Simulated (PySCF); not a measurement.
Species: C6H5BO2.
Numbering: `[BH:1]1[O:2][c:3]2[cH:4][cH:5][cH:6][cH:7][c:8]2[O:9]1` (hydrogens: H10 on B1; H11 on C4; H12 on C5; H13 on C6; H14 on C7)

Level: wB97X-D/pcSseg-2 in PySCF, non-relativistic, on one gas-phase PBE0-D3(BJ)/def2-TZVP geometry that isn't relaxed in the solvent. The solvent is an IEF-PCM continuum (van der Waals radii × 1.2). Specific hydrogen bonds and non-electrostatic terms are outside this model.

Gas phase at wB97X-D/pcSseg-2: HOMO -8.72 eV, LUMO 1.13 eV, dipole 1.20 D.

Problem. What does the continuum do to the energy, the frontier levels and the dipole at wB97X-D/pcSseg-2 in chloroform?

Solution. 
| solvent | ε | E(solvent) − E(gas) (kJ/mol) | polarisation term (kJ/mol) | distortion of the solute (kJ/mol) | HOMO (eV) | LUMO (eV) | dipole (D) |
| --- | --- | --- | --- | --- | --- | --- | --- |
| chloroform | 4.711 | -9.32 | -10.03 | 0.71 | -8.70 | 1.17 | 1.48 |

Polarisation term: ½ Σ q·V over the induced surface charges. Distortion: the rise of the solute's own energy as its density leaves the gas-phase optimum.

Problem. Which radius a makes the point-dipole formula ΔE = −[(ε − 1)/(2ε + 1)]·μ²/a³ give the value in chloroform, with the gas-phase dipole?

Solution. μ = 0.472 au and |ΔE| = 0.00355 Eh give a = 1.49 Å; the farthest nucleus lies 3.83 Å from the centroid of the nuclei, so such a sphere wouldn't even hold the nuclei. The formula assumes a rigid point dipole at the centre of a sphere.

Note: wB97X-D ran without an empirical dispersion term, which enters the total energy and its gradient alone.
